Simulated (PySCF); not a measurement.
BH2O2, SMILES O[B]O, multiplicity 2. Atoms are numbered in the order given.

```xyz
5

O      0.0000     1.2312     0.0374
B      0.0000     0.0000    -0.5272
O      0.0000    -1.2312     0.0374
H      0.0000     1.2518     1.0188
H      0.0000    -1.2518     1.0188
```
Charge 0, spin multiplicity 2.

Geometry optimised at PBE-D3(BJ)/def2-TZVP. The isomer is the one that the SMILES or the coordinates give; other isomers of the formula were not compared. Other conformers were not sampled.

Level of theory: TDA-CAM-B3LYP/def2-SVPD run with PySCF 2.14.0.

Vertical excitations. The molecule is in vacuum.

Task: Give excitation energies, oscillator strengths and character. (Estimate from the structure and the level; the computed values follow.)

Result: 
```
state    energy (eV)  λ (nm)      f                              main pairs
-------  -----------  ------  -----  --------------------------------------
root 1          4.44     279  0.046                      α HOMO→LUMO+2 95 %
root 2          4.85     256  0.083                        α HOMO→LUMO 97 %
root 3          6.07     204  0.081                      α HOMO→LUMO+1 96 %
root 4          6.28     197  0.095                      α HOMO→LUMO+3 97 %
root 5          6.44     192  0.000                        β HOMO→LUMO 94 %
root 6          7.10     175  0.000                      β HOMO−1→LUMO 94 %
root 7          7.38     168  0.053                      α HOMO→LUMO+4 95 %
root 8          7.83     158  0.026  α HOMO→LUMO+7 82 %, α HOMO→LUMO+5 15 %
root 9          8.00     155  0.025                      β HOMO−2→LUMO 86 %
root 10         8.06     154  0.000                      α HOMO−1→LUMO 88 %
```
Unrestricted roots are not spin-pure.
